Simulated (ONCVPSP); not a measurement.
Before and after: ONCV potential for caesium

caesium, optimised norm-conserving Vanderbilt (ONCV), made with ONCVPSP 4.0.1 (PBE, scalar-relativistic). Core [Kr] 4d10, reference 5s2 5p6 6s1. Waves: 5s+6s: rc 3.15 bohr, ncon 3, nbas 6, qcut 3.4 1/bohr, 2 projectors; 5p: rc 2.25 bohr, ncon 4, nbas 9, qcut 2.9 1/bohr, 2 projectors, debl 1.1 Ha; d scattering state at 0.24 Ha: rc 2.55 bohr, ncon 4, nbas 8, qcut 3.3 1/bohr, 2 projectors, debl 2 Ha. Local part: polynomial inside 1.50 bohr (lpopt 5, dvloc0 -1 Ha). Core correction: Teter function, fcfact 3, rcfact 1.3.

In the d channel the program set the typed energies aside and used 0.050, 2.050 Ha.

All-electron outer shells of the reference configuration (PBE, scalar-relativistic, ld1.x):

| shell | level (eV) | outermost node (bohr) | outermost maximum (bohr) |
| --- | --- | --- | --- |
| 5s | -26.73 | 0.82 | 1.54 |
| 5p | -13.52 | 0.89 | 1.79 |
| 6s | -2.09 | 2.11 | 4.80 |

Change: core correction Teter function, fcfact 3, rcfact 1.68.

Cutoffs: the cutoffs (Ha) at which the residual kinetic energy of the hardest occupied pseudo-wave falls to 1 and 0.1 mHa per electron; they do not see the model core or the augmentation charge, which bear on the density cutoff. Errors are all-electron minus pseudo energies relative to the spin-unpolarised reference configuration.

Problem. Predict the effect on cutoff, ghosts and configuration errors.

Solution. The potential gets neither clearly harder nor softer (8.7 Ha and 49 Ha → 8.7 Ha and 49 Ha); both files keep a bound ghost (s); of the 4 tests that both files solve, the error grows in 2 and shrinks in 0 by more than 15 % and 0.3 meV (median size 0.2 → 1.8 meV). A model core, the more so a compact one, raises the density cutoff, which this test does not measure.

```tsv
quantity	base	changed
cutoff, loose	8.7 Ha	8.7 Ha
cutoff, tight	49 Ha	49 Ha
bound ghosts	s	s
GHOST(+) flags under 300 eV	p at 91.9 eV	p at 91.9 eV
error for 5s2 5p6 6s0, meV [ΔE 3.86 eV]	-0.4	-2.3
error for 5s2 5p6 6s0.5, meV [ΔE 1.47 eV]	-0.1	-0.3
error for 5s2 5p6 6s0 6p1, meV [ΔE 1.37 eV]	-0.1	-1.3
error for 5s1 5p6 6s1, meV [ΔE 31.68 eV]	-263	-280
s: phases at 3.20 bohr within 0.05 rad from the reference energy up to (Ha; the scan ends near 5)	2.3	2.3
p: phases at 2.29 bohr within 0.05 rad from the reference energy up to (Ha; the scan ends near 5)	2.1	2.1
d: phases at 2.58 bohr within 0.05 rad from the reference energy up to (Ha; the scan ends near 5)	2.7	2.7
rms error of d²Exc/dni dnj with the model core, mHa	0.75	2.61
```

 A true bound ghost makes a file unfit for plane-wave use even where its test errors are small: the radial tests pick states by their node count and pass the ghost by.
